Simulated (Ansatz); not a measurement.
Geometry optimisation, UKS r2SCAN-D4/def2-mTZVP in Ansatz.

The input (input.yaml):

```yaml
crystal:
  periodic: [false, false, false]
  atoms:
    - { symbol: "N", position_ang: [-0.6804, 0.0791, -0.3071] }
    - { symbol: Ge, position_ang: [0.568, -0.1283, 0.9925] }
    - { symbol: F, position_ang: [1.6427, -1.3932, 0.4755] }
    - { symbol: H, position_ang: [0.07833, 0.97058, 1.9378] }
    - { symbol: H, position_ang: [-0.2283, 0.438, -1.1963] }
magnetization:
  spin_polarized: true
basis:
  gaussian: { orbitals: def2-mTZVP }
hamiltonian:
  xc: r2scan
  dispersion: d4
relax:
  f_tol: 0.02
  max_steps: 50
output:
  orbitals: {}
```

Command:

```bash
$ ansatz run input.yaml --threads 2 --pin off --max-ram 3072MiB --backend cpu --events-out ev --progress --plain --runs-dir out
```

Where does it end, and by what steps?

The run converged. After 7 steps the energy has fallen by 1.959 eV; H4 moved furthest, 0.55 Å.

| step | energy less start (eV) | largest force component (eV/Å) | accepted |
| --- | --- | --- | --- |
| 0 | 0.0000 | 3.454 | yes |
| 1 | -0.8737 | 2.433 | yes |
| 2 | -1.4262 | 2.508 | yes |
| 3 | -1.7407 | 2.157 | yes |
| 4 | -1.8681 | 1.201 | yes |
| 5 | -1.9327 | 0.610 | yes |
| 6 | -1.9591 | 0.052 | yes |
| 7 | -1.9594 | 0.013 | yes |

```xyz
5
Properties=species:S:1:pos:R:3
N -0.615 0.510 -0.490
Ge 0.394 0.024 0.784
F 1.682 -1.158 0.775
H 0.331 0.562 2.204
H -0.411 0.028 -1.371
```

Whether the end is a true minimum wasn't checked by a vibrational analysis.

Run time: 32 s on 2 threads of Arm Neoverse V2, with other jobs on the host, peak memory 0.2 GiB.
